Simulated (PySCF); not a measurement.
2-ethynylpyridine, C7H5N.
Atom-mapped SMILES: `[CH:1]#[C:2][c:3]1[cH:4][cH:5][cH:6][cH:7][n:8]1` (hydrogens: H9 on C1; H10 on C4; H11 on C5; H12 on C6; H13 on C7)

Computed, not measured: PySCF 2.14.0, PBE0-D3(BJ)/def2-SVP geometry optimisation, gas phase.

(1) Give the optimised bond lengths and angles.

Answers

(1) 
```json
{"bond": "C1≡C2", "length (Å)": "1.212", "order": "triple"}
{"bond": "C2–C3", "length (Å)": "1.436", "order": "single"}
{"bond": "C3–C4", "length (Å)": "1.405", "order": "aromatic"}
{"bond": "C4–C5", "length (Å)": "1.390", "order": "aromatic"}
{"bond": "C5–C6", "length (Å)": "1.392", "order": "aromatic"}
{"bond": "C6–C7", "length (Å)": "1.396", "order": "aromatic"}
{"bond": "C7–N8", "length (Å)": "1.326", "order": "aromatic"}
{"bond": "C3–N8", "length (Å)": "1.339", "order": "aromatic"}
{"bond": "C1–H9", "length (Å)": "1.074", "order": "single"}
{"bond": "C4–H10", "length (Å)": "1.091", "order": "single"}
{"bond": "C5–H11", "length (Å)": "1.093", "order": "single"}
{"bond": "C6–H12", "length (Å)": "1.092", "order": "single"}
{"bond": "C7–H13", "length (Å)": "1.096", "order": "single"}
```

Orders are formal, as drawn. A selection of angles:
```json
{"angle": "C1–C2–C3", "degrees": "178.7"}
{"angle": "C2–C3–C4", "degrees": "119.6"}
{"angle": "C2–C3–N8", "degrees": "117.6"}
{"angle": "C4–C3–N8", "degrees": "122.8"}
{"angle": "C3–C4–C5", "degrees": "118.5"}
{"angle": "C4–C5–C6", "degrees": "118.8"}
{"angle": "C5–C6–C7", "degrees": "118.2"}
{"angle": "C6–C7–N8", "degrees": "123.8"}
{"angle": "C3–N8–C7", "degrees": "118.0"}
```

The 6-membered ring C3–C4–C5–C6–C7–N8 has internal angles of 118.0° to 123.8°; it is planar, 0.00 Å rms from its mean plane, widest ring torsion 0°. The C–C distances run from 1.212 Å (C1≡C2, drawn triple) to 1.436 Å (C2–C3, drawn single), a spread of 0.224 Å. The 8 heavy atoms lie in one plane (0.000 Å rms).

Point group: Cs (every atom within 0.08 Å of its image). No PBE0-D3(BJ)/def2-SVP frequencies stand behind this structure, so it isn't proved a minimum.
